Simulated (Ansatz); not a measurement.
Computed with Ansatz on PBE0-D4/def2-TZVP structures; ΔE is electronic, products minus reactants. CCSD(T)/CBS adds triple-zeta CCSD(T) − MP2 to the extrapolated MP2 energy (def2 sets, frozen cores). DFT in def2-TZVPP. B3LYP here is the variant with VWN-RPA as its local correlation; programs differ in this. HSE06 is defined as in plane-wave codes. For Ga outer-core shells are correlated without core-valence functions, which leaves a few kJ/mol of doubt a bond. Scalar relativity is left out up to krypton. One conformer a species, not always the lowest.

Reaction (formal exchange of groups at a Ga–Si bond): `[CH3][AlH][SiH2][GaH2]` + trimethylsilane → `C[Si](C)(C)[GaH2]` + `[CH3][AlH][SiH3]`

```tsv
level	ΔE (kcal/mol)	difference from CCSD(T)/CBS
LDA (SPW92)	8.0	1.1
revPBE-D4	6.5	-0.4
BLYP-D4	6.2	-0.7
r2SCAN-D4	8.1	1.2
B97M-V	8.7	1.8
PBE0-D4	7.2	0.3
B3LYP-D4	6.5	-0.4
r2SCANh-D4	8.0	1.1
r2SCAN0-D4	7.9	1.0
HSE06-D4	7.3	0.4
BHLYP-D4	6.6	-0.3
ωB97X-V	6.6	-0.3
ωB97M-V	6.9	0.0
B2PLYP	7.3	0.4
PBE-QIDH	7.5	0.6
PBE	7.8	0.9
revPBE	7.8	0.9
BLYP	7.5	0.6
r2SCAN	8.3	1.4
PBE0	7.8	0.9
B3LYP	7.5	0.6
r2SCANh	8.2	1.3
r2SCAN0	8.2	1.3
HSE06	7.9	1.0
BHLYP	7.4	0.5
CAM-B3LYP	7.1	0.2
RPA@PBE/def2-TZVPP	6.2	-0.7
HF/def2-SVP	7.2	0.3
MP2/def2-SVP	7.2	0.3
CCSD/def2-SVP	7.1	0.2
CCSD(T)/def2-SVP	7.1	0.2
HF/def2-TZVPP	7.1	0.2
MP2/def2-TZVPP	7.0	0.1
SCS-MP2/def2-TZVPP	6.5	-0.4
CCSD(T)/def2-TZVPP	6.9	0.0
HF/def2-QZVPP	7.2	0.3
MP2/def2-QZVPP	7.0	0.1
SCS-MP2/def2-QZVPP	6.6	-0.3
MP2/CBS(def2)	7.0	0.1
CCSD/CBS(def2)	6.8	-0.1
CCSD(T)/CBS	6.9	0
```

Largest T1 diagnostic among the species: 0.013.

The D4 term adds −1.0 kcal/mol with B3LYP and −0.6 kcal/mol with PBE0; it sums over pairs of atoms, weighted by their polarisabilities, and B3LYP, whose exchange is more repulsive, gets the larger term. Leaving LDA and LC-ωPBE aside and taking each functional with its dispersion term where it has one, the values spread over 2.5 kcal/mol, from BLYP-D4 to B97M-V.

CCSD(T)/CBS has its own doubt, a few kJ/mol and more with outer-core shells, so smaller differences from it don't rank the levels.
